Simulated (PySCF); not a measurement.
# Telling isomers of C5H10FPSi apart by NMR

[PySCF 2.14: coordinates at the GFN2-xTB level; σ from GIAO-PBE0/pcSseg-1; a single conformation; non-relativistic Hamiltonian; no solvent; rapidly exchanging positions averaged]

δ = σ(ref) − σ, references computed at the same level: ¹H (σref 31.72) and ¹³C (σref 186.93) against TMS. Splittings of carbon signals by F and P are missing where no couplings were computed. Where no couplings were computed, multiplicities follow the n + 1 count of equivalent neighbours, and m marks all less simple cases (inequivalent or close neighbours, rings, F or P nearby). Shifts are as computed. Against solution values, carbons near 30 ppm lie about +3 ppm off and those near 130 ppm about +5 ppm. Of 1309 compounds with measured shifts, 239 miss one by over three times the rms of a fit or turn the order of signals round; such compounds aren't used in these exercises.

(1) Tabulate the signals of `C=C[C@@H]1C[Si@@H](P)[C@H]1F`, `C=C/C=C(\F)[Si@@H](C)P` and their relative energies.

(2) What is the quickest way to tell C=C[C@@H]1C[Si@@H](P)[C@H]1F from C=C/C=C(\F)[Si@@H](C)P?

Results:

(1) 
```json
{"SMILES": "C=C[C@@H]1C[Si@@H](P)[C@H]1F", "carbon types": "3×CH 2×CH2", "δC": "151.7, 118.9, 96.3, 52.8, 15.3", "δH": "6.05 (m, 1H), 5.48 (m, 1H), 5.33 (m, 1H), 5.20 (m, 1H), 4.89 (m, 1H), 3.29 (m, 1H), 1.63 (m, 1H), 1.50 (m, 2H), 0.87 (m, 1H)", "E rel. (kcal/mol)": "13.0"}
{"SMILES": "C=C/C=C(\\F)[Si@@H](C)P", "carbon types": "1×C 2×CH 1×CH2 1×CH3", "δC": "175.3, 135.7, 132.9, 125.0, 0.6", "δH": "7.15 (m, 1H), 6.01 (m, 1H), 5.51 (m, 1H), 5.46 (m, 1H), 4.93 (m, 1H), 1.05 (m, 2H), 0.53 (m, 3H)", "E rel. (kcal/mol)": "0.0"}
```

Energies are electronic energies at PBE0/pcSseg-1 on these geometries, without zero-point or thermal terms, each for the one conformer computed, which needn't be the lowest.

(2) Both give the same number of carbon signals, but DEPT or the intensities differ. The first has an allylic sp3 CH at 52.8 ppm, the second a fully substituted alkene carbon (C) at 175.3 ppm. Their most deshielded carbons lie at 151.7 and 175.3 ppm. In the proton spectra the most deshielded non-exchanging signals are 6.05 (m, 1H) and 7.15 (m, 1H).
